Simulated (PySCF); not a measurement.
Br₂FSb. Atoms are numbered in the order given.

```xyz
4

Sb     0.3713    -0.7817     0.0000
F     -1.3468    -1.6617     0.0000
Br    -0.0974     0.7831    -1.9051
Br    -0.0974     0.7831     1.9051
```
Charge 0, spin multiplicity 1.

Geometry: PBE0-D3(BJ)/def2-SVP. The def2 effective core potentials stand for the cores of Sb; spin–orbit coupling is left out.

The numbers are results of PBE0-D3(BJ)/def2-SVP (PySCF), not measurements.

Frequencies are harmonic and unscaled.

Computed harmonic wavenumbers and intensities:
```tsv
mode	ν (cm⁻¹)	IR (km/mol)	Raman (Å⁴/amu)	depolarisation	moving atoms (share of kinetic energy)
1	80	0.4	3.6	0.68	Br 79 %, Sb 16 %
2	140	2.8	1.3	0.75	F 81 %, Br 17 %
3	153	4.7	2.1	0.43	F 63 %, Br 20 %, Sb 16 %
4	261	57.2	5.9	0.75	Br 53 %, Sb 46 %
5	266	25.8	11.1	0.11	Br 57 %, Sb 41 %
6	640	66.7	7.1	0.20	F 86 %, Sb 14 %
```
